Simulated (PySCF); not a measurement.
**Electronic structure of P⁻ (phosphorus, charge -1) at the UHF level**

Configuration: [Ne] 3s2 3p4, high-spin 3P determinant. All numbers are calculated (PySCF 2.14, scalar relativity by spin-free X2C-1e, in dyall-acv3z).

```json
{
 "Total energy": "-341.524633 hartree",
 "One-electron energy": "-476.6927 hartree",
 "Hartree (Coulomb) energy": "158.0188 hartree",
 "Exchange energy": "-22.8508 hartree",
 "⟨S²⟩": "2.0291",
 "⟨L²⟩": "2.069",
 "Sum of ⟨r⟩": "19.09 bohr",
 "Sum of ⟨r²⟩": "50.00 bohr²",
 "Traceless quadrupole moment −½Σ⟨3z² − r²⟩ along its main axis": "-5.47 e·bohr²",
 "Langevin diamagnetic susceptibility": "-39.6 ×10⁻⁶ cm³/mol"
}
```

```
shell  electrons  mean orbital energy (eV)  spread (eV)  rms radius, mean of both spins (bohr)
 1s α          1                   -2174.8            0                                  0.120
 1s β          1                   -2174.5            0                                  0.120
 2s α          1                   -198.06            0                                  0.560
 2s β          1                   -197.69            0                                  0.560
 2p α          3                   -139.82        0.342                                  0.540
 2p β          3                   -139.13        0.280                                  0.540
 3s α          1                   -14.530            0                                   2.17
 3s β          1                    -9.646            0                                   2.17
 3p α          3                    -2.850        1.533                                   3.09
 3p β          1                    -0.655            0                                   3.09
```

Densities and radii are taken from the X2C orbitals without a picture-change correction, which distorts them close to the nucleus.

Spin-orbit constants ζ (cm⁻¹) from the X2C one-electron operator on these orbitals: bare nucleus, nucleus screened by l(l+1)(2l+1)/3 electrons, and screened by the Breit-Pauli mean field of the electrons.

```
shell   bare  screened nucleus  mean field
   2p   5466              4737        4409
   3p  246.2             213.4       194.5
```

To first order the Landé constant is A = -97.26 cm⁻¹, so the lowest level has J = 2 and lies 0.0121 eV below the centre of the term. This holds in LS coupling only.
